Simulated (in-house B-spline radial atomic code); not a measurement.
**RPA and G0W0 on wB97X: I5+**

Configuration [Kr] 4d10 5s2, mean-field start wB97X. Computed with a B-spline radial code for spherical atoms: all electrons, non-relativistic, point nucleus, each spin shell either full or empty, empty states to l = 9 with an (l + 1/2)⁻⁴ tail; G0W0 by contour deformation at full frequency.

Without relativity these are model numbers: it shifts the levels of so heavy an element strongly and can reorder them.

Command:
```bash
python run_gw.py task.json out
```
Settings (radii: box in bohr, nucleus in fm):
```
Z                        53
electrons                48
configuration            [Kr] 4d10 5s2
hamiltonian              nr
method                   wb97x
lmax                     9
spin_polarised           False
box_radius               10.43
intervals                52
ion_configuration        [Kr] 4d10 5s1
```

Time taken, with all properties: 4.8 s on 1 thread of Arm Neoverse V2 (shared host).

Energies (hartree):

```csv
term,value
mean-field total,-6915.25033
Hartree-Fock functional on these orbitals,-6912.62147
direct second order,-4.1671
second-order exchange,1.1373
SOSEX correction,1.0658
```

Problem. What is the RPA correlation energy, and what remains with SOSEX?

Solution. RPA gives -3.7034 hartree (-2.1 eV per electron); RPA + SOSEX gives -2.6376, and the second-order doubles -3.0298 hartree (no singles). RPA lacks exchange-type terms and so overcorrelates at short range.

Quasi-particle levels (eV):

| level | occupied | mean field | Σx - vxc | Σc | QP weight | G0W0 |
| --- | --- | --- | --- | --- | --- | --- |
| 5s | yes | -70.44 | 0.53 | ? | ? | ? |
| 4d | yes | -116.14 | -6.35 | 0.64 | 0.905 | -121.85 |
| 5p | no | -51.34 | 2.64 | -1.61 | 0.969 | -50.31 |

G0W0 = mean field + (Σx - vxc) + Σc, with Σc (partial-wave tail included) taken at the quasi-particle energy. Only the outer levels were computed. Levels of low weight are left out.

Problem. Where does G0W0 put 5s?

Solution. At -72.36 eV, with Σc = -2.44 eV and a quasi-particle weight of 0.970. The tabulated removal energy is 74.4 ± 0.4 eV (NIST, semi-empirical); the calculation leaves out relativity, Breit and QED terms, and what these don't explain is the method's own error.

Problem. What does it cost to remove one electron (to [Kr] 4d10 5s1) by differences of total energies, each species on its own start (correlation terms add to the Hartree-Fock functional)?

Solution. wB97X 71.88 eV, Hartree-Fock functional 69.76 eV, + RPA 72.15 eV, + RPA + SOSEX 71.64 eV, + second order 72.73 eV. Tabulated: 74.4 ± 0.4 eV (NIST, semi-empirical); the calculation leaves out relativity, Breit and QED terms, and what these don't explain is the method's own error.
